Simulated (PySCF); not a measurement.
# PBE on Rh⁸⁺ (rhodium, charge +8)

Configuration: [Kr] 4d1, 2D determinant. Computed with PySCF 2.14 in an even-tempered Gaussian basis (21 s from 0.18 bohr⁻², ratio 2.5; 15 p from 0.23 bohr⁻², ratio 2.5; 11 d from 0.23 bohr⁻², ratio 2.5; 5 f from 0.98 bohr⁻², ratio 2.7; 4 g from 1.5 bohr⁻², ratio 2.7), with scalar relativity by spin-free X2C-1e.

* Total energy: -4766.24 hartree
* One-electron energy: -6379.03 hartree
* Hartree (Coulomb) energy: 1747.63 hartree
* Exchange-correlation energy: -134.84 hartree
* ⟨S²⟩: 0.7505
* ⟨L²⟩: 6.006
* Sum of ⟨r⟩: 16.87 bohr
* Sum of ⟨r²⟩: 13.36 bohr²
* Traceless quadrupole moment −½Σ⟨3z² − r²⟩ along its main axis: 0.377 e·bohr²
* Time after the integrals: about 6 core-seconds

| shell | electrons | mean orbital energy (hartree) | spread (hartree) | rms radius, mean of both spins (bohr) |
| --- | --- | --- | --- | --- |
| 1s β | 1 | -850.46213 | 0 | 0.0375 |
| 1s α | 1 | -850.46204 | 0 | 0.0375 |
| 2s α | 1 | -127.80673 | 0 | 0.154 |
| 2s β | 1 | -127.79703 | 0 | 0.154 |
| 2p α | 3 | -115.12447 | 0.01097 | 0.137 |
| 2p β | 3 | -115.11717 | 0.01847 | 0.137 |
| 3s α | 1 | -27.03317 | 0 | 0.417 |
| 3s β | 1 | -27.02846 | 0 | 0.417 |
| 3p α | 3 | -22.85897 | 0.02606 | 0.420 |
| 3p β | 3 | -22.85350 | 0.03231 | 0.420 |
| 3d α | 5 | -16.18287 | 0.02404 | 0.403 |
| 3d β | 5 | -16.17419 | 0.03935 | 0.403 |
| 4s α | 1 | -7.79648 | 0 | 0.990 |
| 4s β | 1 | -7.75610 | 0 | 0.990 |
| 4p α | 3 | -6.53204 | 0.02163 | 1.06 |
| 4p β | 3 | -6.48989 | 0.06560 | 1.06 |
| 4d α | 1 | -4.62779 | 0 | 1.22 |

Densities and radii are taken from the X2C orbitals without a picture-change correction, which distorts them close to the nucleus.
